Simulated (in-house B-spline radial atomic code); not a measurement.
A run on an ion of nuclear charge 51 with 51.3 electrons that did not converge. Method: scalar-relativistic (X2C) LC-wPBE, spin-polarised, spherical fractional occupations, Fermi nucleus of rms radius 4.6802 fm; computed with a B-spline radial code for spherical atoms.

Command:
```bash
python run_scf.py task.json out
```
Settings (nuclear radius in fm, mass in u):
```
Z                51
configuration    [Kr] 4d10 5s2 5p3.3
hamiltonian      x2c
method           lc_wpbe
spin_polarised   True
nucleus          fermi
rms_radius       4.6802
atomic_mass      120.90381
speed_of_light   137.035999084
```

First and last ten iterations of the last attempt (damped for 15 steps, keeping 80 % of the old Fock matrix, then DIIS):
```
 iter        energy (Eh)    residual
    1       -6478.272521    4.62e-01
    2       -6478.977372    1.97e-01
    3       -6479.776559    1.26e-01
    4       -6480.114718    7.94e-02
    5       -6480.255215    4.95e-02
    6       -6480.312912    3.07e-02
    7       -6480.336546    1.88e-02
    8       -6480.346330    1.19e-02
    9       -6480.350496    9.04e-03
   10       -6480.352368    6.99e-03
  111       -6480.355775    1.70e-04
  112       -6480.355770    3.70e-04
  113       -6480.355714    6.53e-04
  114       -6480.355736    4.83e-04
  115       -6480.355737    9.21e-05
  116       -6480.355719    2.00e-04
  117       -6480.355750    1.54e-04
  118       -6480.355758    8.86e-05
  119       -6480.355715    2.46e-04
  120       -6480.355731    1.75e-04
 not converged after 120 iterations
```

The smallest residual met was 7.6e-05; the threshold is about 5e-07. No energy from this run should be used. Time taken, with all properties: 45 s on 1 thread of Arm Neoverse V1, with other jobs on the host.
